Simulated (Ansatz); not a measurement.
Reactions of CH3FGeS, SMILES `F[CH]1[S][GeH2]1`.

Computed with Ansatz on PBE0-D4/def2-TZVP structures; ΔE is electronic, products minus reactants. CBS: MP2 limit from def2 TZ/QZ plus the TZ coupled-cluster correction, frozen cores. This one scheme is used for every species, atoms too. No spin–orbit coupling; open shells (•) take unrestricted orbitals. Spin–orbit coupling would lower the free atoms: a little for C, F, S; clearly for Ge. For Ge outer-core shells are correlated without core-valence functions, so the limit isn't a true one: a few kJ/mol of doubt a bond, and 10 to 20 or more in all where bonds break to atoms. Scalar relativity is left out up to krypton. Each species was taken in one conformer, which may not be the lowest.

**Question.** Order these by ΔE at CCSD(T)/CBS, lowest first. (Estimate.)
A. `F[CH]1[S][GeH2]1` → C• + F• + Ge• + 3 H• + S•
B. `F[CH]1[S][GeH2]1` → `C[S][Ge][F]`
C. `F[CH]1[S][GeH2]1` + H₂ → `[CH2]1[S][GeH2]1` + H–F
D. `F[CH]1[S][GeH2]1` + H₂O → `O[CH]1[S][GeH2]1` + H–F

**Answer.** B (-2.54 eV), C (-1.25 eV), D (-0.01 eV), A (+22.94 eV).

Largest T1 diagnostic: 0.015, for `C[S][Ge][F]`.
